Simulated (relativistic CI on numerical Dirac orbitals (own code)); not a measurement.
Method of calculation: Dirac-Coulomb-Breit CI, KLI orbitals optimised for each configuration, model QED, valence Slater integrals scaled by 0.85, P86 correlation estimate, and configurations built on the next ion tied to the tabulated ionisation energy (semi-empirical) (own radial code, finite nucleus).

Configurations in the expansion (outside the closed core [Ar] 3d10): 4s2 4p6 4d2, 4s2 4p6 4d 5s, 4s2 4p6 4d 5p, 4s2 4p6 4d 5d, 4s2 4p6 4d 6s, 4s2 4p6 4d 4f, 4s2 4p6 4d 5f, 4s2 4p6 5s2, 4s2 4p6 5s 5p, 4s2 4p5 4d3, 4s2 4p6 4f2, 4s2 4p6 4d 6p, 4s2 4p6 4d 6d, 4s2 4p6 5p2, 4s2 4p6 4d 5g, 4s2 4p6 5s 5d, 4s2 4p6 4d 6f, 4s2 4p6 4f 5s, 4s2 4p4 4d4, 4s2 4p5 4d2 4f, 4s2 4p6 5p 5d, 4s2 4p6 4f 5p, 4s 4p6 4d3. Levels of other configurations are missing.

Configurations that consist of the next ion and one excited electron were tied to the tabulated ionisation energy; Rydberg ones are usually within 1,000 to 3,000 cm⁻¹ and the lowest ones within about 6,000 (9,000 in d shells), while levels on excited terms of the next ion carry the error of that term, and the other configurations can be misplaced by 10,000 cm⁻¹ or more. Rates follow the energies as ν³ (E1, M1) or ν⁵ (E2), so rates, branching and lifetimes can be off by large factors. The fine structure of a lone outer electron comes out too small, for d and f at times inverted, and misplaced configurations move strength between like terms.

Outline of the computed level scheme of Nb IV. Lowest level of each configuration: 4s2 4p6 4d2 3F_2 at 0.0000 eV; 4s2 4p6 4d 5s 3D_1 at 6.9777 eV; 4s2 4p6 4d 5p 1D°_2 at 12.4718 eV; 4s2 4p6 5s2 1S_0 at 16.5458 eV; 4s2 4p6 4d 5d 1F_3 at 20.5853 eV; 4s2 4p6 5s 5p 3P°_0 at 21.1957 eV.

Some strong electric-dipole decays among the lowest 45 levels: 4s2 4p6 4d 5p 1F°_3 → 4s2 4p6 4d2 1G_4 (2.5e+09 s⁻¹); 4s2 4p6 4d 5p 3D°_1 → 4s2 4p6 4d2 3F_2 (2.0e+09 s⁻¹); 4s2 4p6 4d 5d 3G_5 → 4s2 4p6 4d 5p 3F°_4 (2.0e+09 s⁻¹); 4s2 4p6 4d 5p 3D°_3 → 4s2 4p6 4d2 3F_4 (1.7e+09 s⁻¹); 4s2 4p6 4d 5p 3P°_0 → 4s2 4p6 4d2 3P_1 (1.6e+09 s⁻¹); 4s2 4p6 4d 5p 3D°_2 → 4s2 4p6 4d2 3F_3 (1.4e+09 s⁻¹); 4s2 4p6 4d 5d 1F_3 → 4s2 4p6 4d 5p 1D°_2 (1.3e+09 s⁻¹); 4s2 4p6 4d 5d 3G_4 → 4s2 4p6 4d 5p 3F°_3 (1.2e+09 s⁻¹).

Rates of lines that live on the mixing of spin multiplicities can be off by large factors.

LS names give the leading component of a level, which can be under half, so a name can repeat, a term be missing and a line seem to break the LS rules.
